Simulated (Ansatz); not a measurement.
Species: CH5O3Si, net charge 0, doublet state. It need not be the lowest isomer of its formula. 
Structure (B3LYP-D3(BJ)/def2-TZVP (Ansatz, a first-principles code) minimum search):
```xyz
10

Si     0.0812    -0.0102    -0.0005
C     -1.7835     0.1239    -0.0562
O      0.2989    -1.4000    -0.8838
O      0.8505     1.2914    -0.6232
O      0.6877    -0.0959     1.5157
H     -2.2693    -0.7354     0.4055
H     -2.1557     0.2285    -1.0751
H     -2.0511     1.0222     0.5081
H      0.8014     1.4266    -1.5723
H      0.5422    -0.9068     2.0085
```
Charge 0, spin multiplicity 2.

Basis-set convergence of Hartree-Fock and CCSD correlation energies (hartree) with Ansatz. Correlated levels leave the core frozen unless marked. Open shells are spin-unrestricted. No spin-orbit coupling. No relativistic terms.

```json
[
 {"basis": "cc-pV(D+d)Z", "functions": "104", "E(HF)": "-554.42623", "E(corr, CCSD)": "-0.79224"},
 {"basis": "cc-pV(T+d)Z", "functions": "229", "E(HF)": "[?]", "E(corr, CCSD)": "[?]"}
]
```

**Question.** Some entries are withheld; supply them.

**Answer.** 
- cc-pV(T+d)Z, E(HF): -554.54874
- cc-pV(T+d)Z, E(corr, CCSD): -0.99393
